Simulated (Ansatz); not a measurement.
Two isomers of C3H10OSi: A = `CC[SiH2]CO`, B = `CC(C)[SiH2]O`.

Gas-phase electronic energies from Ansatz, PBE0-D4/def2-TZVP geometries. CBS: MP2 limit from def2 TZ/QZ plus the TZ coupled-cluster correction, frozen cores. Functionals use def2-TZVPP. One conformer a species, not always the lowest.

Task: Which is lower in electronic energy at CCSD(T)/CBS, and by how much? (Best estimate.)

Result: Ansatz gave: B, by 165.2 kJ/mol.

Task: Give E(B) − E(A) in kJ/mol with BLYP-D4, r2SCAN-D4, ωB97M-V, CCSD(T)/def2-TZVPP, CCSD(T)/def2-SVP, B2PLYP, HF/def2-TZVPP. (Best estimate.)

Result: Ansatz gave: BLYP-D4 -152.2, r2SCAN-D4 -159.5, ωB97M-V -160.2, CCSD(T)/def2-TZVPP -163.7, CCSD(T)/def2-SVP -151.9, B2PLYP -162.7, HF/def2-TZVPP -168.5. None reverses the order clearly.

Task: Does the order hold for the free energy at 298.15 K (harmonic terms from PBE0-D4)? (Best estimate.)

Result: Ansatz gave: Yes: G(B) − G(A) = -163.0 kJ/mol, for one conformer each. Modes under 60 cm⁻¹, often nearly free rotors, make the harmonic entropy too high.

Largest T1 diagnostic: 0.010.

From PBE to PBE0 (25 % exact exchange), in def2-TZVPP and without D4, E(B) − E(A) moves by −7.1 kJ/mol. At CCSD(T), def2-SVP lies +13.4 kJ/mol from the extrapolated value and def2-TZVPP +1.6 kJ/mol.
